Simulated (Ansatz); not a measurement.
The molecule GaCo, multiplicity 3 (lowest of 2S+1 = 1, 3, 5 at PBE0/def2-TZVPP; our sources give no spin for the ground state, which may be another). No spin–orbit coupling. Co is treated without relativity. Ga is treated without relativity.

Seven points along R, fitted to fifth degree in 1/R; most abundant isotopes. Runs in def2 and cc sets follow the lowest solution found near the PBE0 minimum.

Codes used: Ansatz (a first-principles code) with Gaussian orbitals. Each number belongs to the level named beside it.

Energies at CAM-B3LYP/def2-TZVPP:

| R (Å) | E (hartree) |
|---|---|
| 2.278302 | -3307.78985327 |
| 2.339546 | -3307.79193966 |
| 2.395891 | -3307.79290128 |
| 2.459586 | -3307.79310937 |
| 2.523280 | -3307.79257989 |
| 2.596774 | -3307.79126314 |
| 2.682516 | -3307.78901673 |

Q: With a reduced mass of 31.7695 u, find the minimum, the force constant and the constants.

A: A fifth-degree polynomial in 1/R puts the minimum at r_e = 2.4435 Å with force constant 83.9 N/m. Then ω_e = (1/2πc)√(k/μ) = 212 cm⁻¹ and B_e = h/(8π²cμr_e²) = 0.08887 cm⁻¹; the cubic and quartic terms give α_e = 0.00048 and ω_e x_e = 0.72 cm⁻¹.
